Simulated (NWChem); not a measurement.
ZnIF; SMILES [F][Zn][I]

```xyz
3

Zn    -0.1716     1.1237     0.0000
F     -0.4213     2.8480     0.0000
I      0.1743    -1.2605     0.0000
```
Atoms are numbered in this order, from 1.

Level: PBE0/def2-SVP with def2 effective core potentials on I (NWChem), optimised geometry, unscaled harmonic frequencies. def2 effective core potentials on I; no spin-orbit coupling.

Problem. List the harmonic frequencies with IR intensities, and the thermochemistry.

Solution. 
```
frequency (cm⁻¹)  IR intensity (km/mol)
----------------  ---------------------
109                                21.5
247                                 5.2
704                                80.1
```

The zero-point energy is 1.5 kcal/mol and the thermal correction to the enthalpy at 298.15 K (with zero-point energy) is 4.7 kcal/mol. The heat capacity Cv comes out as 10.5 cal/(mol K). The entropy at 298.15 K and 1 atm (symmetry number 1) is 57.8 cal/(mol K).

Rigid rotor and harmonic oscillator.
